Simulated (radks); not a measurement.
The numbers below are computed, except where a source is named.
Removal energies from the praseodymium ion Pr9+, [Kr] 4d10 5s2 5p2, by Delta-SCF beside the eigenvalue of the level emptied. Level of theory: scalar-relativistic Kohn-Sham, r2SCAN, spin-polarised, spherical densities, finite nucleus; meta-GGA in the generalised Kohn-Sham scheme; Fermi nuclear charge, rms radius of each element as measured or else 0.836 A^(1/3) + 0.57 fm (a radial shooting solver on a logarithmic mesh with Libxc functionals). Open shells are filled with parallel spins first.

removed from             final configuration  Delta-SCF (eV)  -eigenvalue (eV)
5p                         [Kr] 4d10 5s2 5p1          144.87            137.59
5s                         [Kr] 4d10 5s1 5p2          163.95            157.09
4d                          [Kr] 4d9 5s2 5p2          269.38            255.64
4p            [Ar] 3d10 4s2 4p5 4d10 5s2 5p2          379.37            364.96
